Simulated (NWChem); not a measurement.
Molecule: diiodomethane (CH2I2); SMILES ICI

Results from NWChem. Geometry: optimised at PBE0/def2-SVP. Not confirmed as a minimum by frequencies. def2 effective core potentials on I; no spin-orbit coupling. Level M06-2X/def2-SVP: energy and gradient on several grids; changes count from the extra-fine grid, which is no exact limit either.

```
grid     size of the energy change (μHa)  largest change of a gradient component (μHa/bohr)  time, medium = 1 (rough)
-------  -------------------------------  -------------------------------------------------  ------------------------
xcoarse                              800                                               4000                   about 1
coarse                                40                                                400                   about 1
medium                              < 10                                                200                   about 1
fine                                  10                                                 40                   about 1
xfine                               < 10                                               < 30                         2
```
